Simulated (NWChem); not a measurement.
System: SiH4SO2; SMILES [SiH](O)(O)S

The following NWChem deck was run.

```
start job
memory heap 200 mb stack 900 mb global 1100 mb
geometry units angstroms noautoz
  Si     0.046327    -0.482411    -0.325632
  O      1.279617    -1.395395     0.273428
  O     -1.378219    -1.107769     0.238446
  S      0.069190     1.566496     0.325633
  H      0.209815    -0.548581    -1.797374
  H      1.335694    -1.471037     1.231438
  H     -2.170739    -0.574133     0.129271
  H      1.066152     1.924139    -0.513013
end
basis spherical
  Si library def2-svp
  O library def2-svp
  S library def2-svp
  H library def2-svp
end
dft
  xc xwpbe 1.00 cpbe96 1.0 hfexch 1.00
  cam 0.1 cam_alpha 0.0 cam_beta 1.0
  iterations 150
  vectors input atomic output neutral.movecs
end
task dft energy
charge 1
dft
  odft
  mult 2
  vectors input atomic output cation.movecs
end
task dft energy
```

Geometry: optimised at PBE0/def2-SVP.

Ions are spin-unrestricted doublets at the neutral geometry; other ion states weren't tried. Functional: LC-ωPBE (HJS hole) with def2-SVP; the question gives the range parameter ω in 1/bohr.

**Question.** Give the results of this calculation. (LC-wPBE (HJS exchange hole, range parameter 0.1 per bohr)/def2-SVP, vertical spin-unrestricted ions.) Quantities: vertical ionisation energy, ΔSCF (eV); −ε(HOMO) (eV).

**Answer.** The vertical ionisation energy, ΔSCF (eV) is 9.70 and the −ε(HOMO) (eV) is 7.64.
